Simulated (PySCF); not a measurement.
A GIAO shielding run with PySCF (density fitting, non-relativistic, gas phase) on `InChI=1S/C2H13NSSi3/c1-5-7(2,4)6-3/h4H,3,5-6H2,1-2H3/t7-/m0/s1`:

```
$ OMP_NUM_THREADS=1 python probes_run.py task.json out

{"job": {"kind": "nmr", "xc": "PBE0", "basis": "pcSseg-1"}, "charge": 0, "multiplicity": 1}
C     -2.315079     1.665422    -0.052811
Si    -1.457547     0.637422     1.295208
Si     0.150105    -0.673803     0.221215
C     -0.677582    -2.004560    -0.883280
S      1.048651    -1.851202     1.867295
Si     1.892675     0.306450    -0.987512
N      2.736294     1.234251     0.192499
H     -2.846690     1.036035    -0.760495
H     -1.593954     2.253728    -0.612511
H     -3.036355     2.352705     0.376841
H     -0.859640     1.567210     2.264356
H     -2.503777    -0.097788     2.026138
H     -1.351071    -2.639355    -0.313354
H      0.053779    -2.651551    -1.362908
H     -1.256819    -1.531218    -1.670547
H      1.402459    -2.884517     1.121192
H      2.737039    -0.646561    -1.740727
H      1.416268     1.292940    -1.962310
H      3.485630     1.843173    -0.093222
H      2.970465     0.801897     1.071897
```

Hardware: 1 thread of an Arm Neoverse N1, shared host. The job also computes population analyses, field gradients.

Problem. How large is the calculation?

Solution. 90 electrons, 212 basis functions and 1192 auxiliary functions.

Problem. How long does it take, and how much memory does it need?

Solution. 64 s of wall time, with 12 SCF cycles and 4 response iterations; peak memory 1 GiB. Times on a shared host scatter by some tens of per cent.
